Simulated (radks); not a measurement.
Values are calculated unless marked as measured or tabulated.
How relativity changes the ionisation of the technetium ion Tc2+ ([Kr] 4d5) to Tc3+ ([Kr] 4d4). Spin-unpolarised spherical Kohn-Sham, PBE, point nucleus unless stated (finite: rms radius 4.4112 fm), a radial shooting solver on a logarithmic mesh with Libxc functionals. A level marked "c x" has the speed of light scaled by that factor and shares open shells by 2j + 1; other Dirac levels either fill j = l - 1/2 first or share by 2j + 1.

level,E(Tc2+) (hartree),E(Tc3+) (hartree),IE (eV),HOMO,<r> HOMO (bohr)
non-rel.,-4205.44195,-4204.37329,29.080,4d,1.602
scalar-rel.,-4284.74686,-4283.69195,28.706,4d,1.618
"scalar-rel., finite nucleus",-4284.68233,-4283.62742,28.706,4d,1.618
"Dirac, 2j+1 shares",-4285.42544,-4284.37064,28.703,4d5/2,1.625
"Dirac, low j first",-4285.44804,-4284.40124,28.485,4d5/2,1.627
"Dirac, 2j+1 shares, finite nucleus",-4285.36079,-4284.30599,28.703,4d5/2,1.625
"Dirac, c x 0.85",-4318.35522,-4317.30566,28.560,4d5/2,1.634
"Dirac, c x 2",-4224.71455,-4223.64938,28.985,4d5/2,1.608
"Dirac, c x 5",-4208.49509,-4207.42698,29.065,4d5/2,1.603

NIST Atomic Spectra Database: 29.550 eV (semi-empirical). The relativistic part of the total energy of Tc2+ is -79.92 hartree (Dirac, 2j+1 shares, finite nucleus), 1.9 % of the non-relativistic value. Spin polarisation and multiplet splitting of open shells are left out at every level.

Beside tabulated values, note that relativity, absent from the non-relativistic runs, is large for the heavy elements, and spin-unpolarised runs miss the spin-polarisation part of the exchange energy of open shells.
